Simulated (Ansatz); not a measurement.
Consider the formal exchange of groups at the Si–Br bond: `CO[SiH](N)Br` + `N[SiH2]F` → `CO[Si@@H](N)[Si@H](N)F` + HBr.

Program: Ansatz. Geometries: PBE0-D4/def2-TZVP. ΔE: electronic, gas phase. CCSD(T)/CBS adds triple-zeta CCSD(T) − MP2 to the extrapolated MP2 energy (def2 sets, frozen cores). DFT in def2-TZVPP. B3LYP here is the variant with VWN-RPA as its local correlation; programs differ in this. For Br outer-core shells are correlated without core-valence functions, which leaves a few kJ/mol of doubt a bond. Scalar relativity is left out up to krypton. One conformer a species, not always the lowest.

`CO[SiH](N)Br`:

Z-matrix (Å, degrees):
```
C
O 1 1.411
H 1 1.091 2 108.0
H 1 1.094 2 111.0 3 -119.4
H 1 1.096 2 111.5 3 119.3
Si 2 1.631 1 124.5 3 -174.3
Br 6 2.229 2 107.6 1 -58.4
N 6 1.689 2 112.9 1 -177.4
H 6 1.479 2 110.0 1 59.5
H 8 1.007 6 120.8 2 -80.1
H 8 1.006 6 121.7 2 72.6
```

`N[SiH2]F`:

```xyz
7

N    -0.018   -1.023    0.226
Si   -0.023    0.654   -0.028
F     0.389    1.107   -1.511
H    -0.763   -1.614   -0.103
H     0.835   -1.538    0.364
H     0.979    1.263    0.874
H    -1.401    1.151    0.178
```

`CO[Si@@H](N)[Si@H](N)F`:

```xyz
16

C     1.287    1.145    1.243
O     1.340    0.938   -0.149
Si    0.725   -0.422   -0.866
N     1.306   -1.916   -0.277
Si   -1.596   -0.461   -0.517
N    -2.164    1.140   -0.570
F    -1.820   -1.188    0.915
H     1.684    2.139    1.459
H     0.260    1.091    1.628
H     1.889    0.405    1.781
H     1.138   -0.262   -2.280
H     2.234   -2.261   -0.454
H     0.859   -2.392    0.488
H    -2.420   -1.261   -1.459
H    -1.587    1.918   -0.297
H    -3.136    1.388   -0.642
```

HBr:

Z-matrix (Å, degrees):
```
Br
H 1 1.420
```

```json
{"level": "PBE-D4", "ΔE (kJ/mol)": "104.7", "difference from CCSD(T)/CBS": "-22.4"}
{"level": "r2SCAN-D4", "ΔE (kJ/mol)": "121.9", "difference from CCSD(T)/CBS": "-5.2"}
{"level": "PBE0-D4", "ΔE (kJ/mol)": "114.2", "difference from CCSD(T)/CBS": "-12.9"}
{"level": "B3LYP-D4", "ΔE (kJ/mol)": "116.6", "difference from CCSD(T)/CBS": "-10.5"}
{"level": "ωB97X-V", "ΔE (kJ/mol)": "120.6", "difference from CCSD(T)/CBS": "-6.5"}
{"level": "ωB97M-V", "ΔE (kJ/mol)": "127.6", "difference from CCSD(T)/CBS": "0.5"}
{"level": "B2PLYP", "ΔE (kJ/mol)": "128.8", "difference from CCSD(T)/CBS": "1.7"}
{"level": "PBE", "ΔE (kJ/mol)": "110.2", "difference from CCSD(T)/CBS": "-16.9"}
{"level": "r2SCAN", "ΔE (kJ/mol)": "124.2", "difference from CCSD(T)/CBS": "-2.9"}
{"level": "PBE0", "ΔE (kJ/mol)": "119.4", "difference from CCSD(T)/CBS": "-7.7"}
{"level": "B3LYP", "ΔE (kJ/mol)": "124.6", "difference from CCSD(T)/CBS": "-2.5"}
{"level": "HF/def2-TZVPP", "ΔE (kJ/mol)": "148.3", "difference from CCSD(T)/CBS": "21.2"}
{"level": "MP2/def2-TZVPP", "ΔE (kJ/mol)": "135.1", "difference from CCSD(T)/CBS": "8.0"}
{"level": "SCS-MP2/def2-TZVPP", "ΔE (kJ/mol)": "133.9", "difference from CCSD(T)/CBS": "6.8"}
{"level": "CCSD/def2-TZVPP", "ΔE (kJ/mol)": "126.1", "difference from CCSD(T)/CBS": "-1.0"}
{"level": "CCSD(T)/def2-TZVPP", "ΔE (kJ/mol)": "123.2", "difference from CCSD(T)/CBS": "-3.9"}
{"level": "HF/def2-QZVPP", "ΔE (kJ/mol)": "149.0", "difference from CCSD(T)/CBS": "21.9"}
{"level": "MP2/def2-QZVPP", "ΔE (kJ/mol)": "137.6", "difference from CCSD(T)/CBS": "10.5"}
{"level": "SCS-MP2/def2-QZVPP", "ΔE (kJ/mol)": "136.1", "difference from CCSD(T)/CBS": "9.0"}
{"level": "HF/CBS(def2)", "ΔE (kJ/mol)": "149.1", "difference from CCSD(T)/CBS": "22.0"}
{"level": "MP2/CBS(def2)", "ΔE (kJ/mol)": "139.0", "difference from CCSD(T)/CBS": "11.9"}
{"level": "CCSD/CBS(def2)", "ΔE (kJ/mol)": "130.0", "difference from CCSD(T)/CBS": "2.9"}
{"level": "CCSD(T)/CBS", "ΔE (kJ/mol)": "127.1", "difference from CCSD(T)/CBS": "0"}
```

Largest T1 diagnostic among the species: 0.012.

The D4 term adds −8.0 kJ/mol with B3LYP and −5.3 kJ/mol with PBE0; it sums over pairs of atoms, weighted by their polarisabilities, and B3LYP, whose exchange is more repulsive, gets the larger term. In def2-TZVPP, CCSD(T) changes the Hartree–Fock value by −25.1 kJ/mol (the triples alone add −2.9 kJ/mol) and MP2 by −13.2 kJ/mol. From PBE to PBE0 (25 % exact exchange), in def2-TZVPP and without D4, ΔE moves by +9.3 kJ/mol.
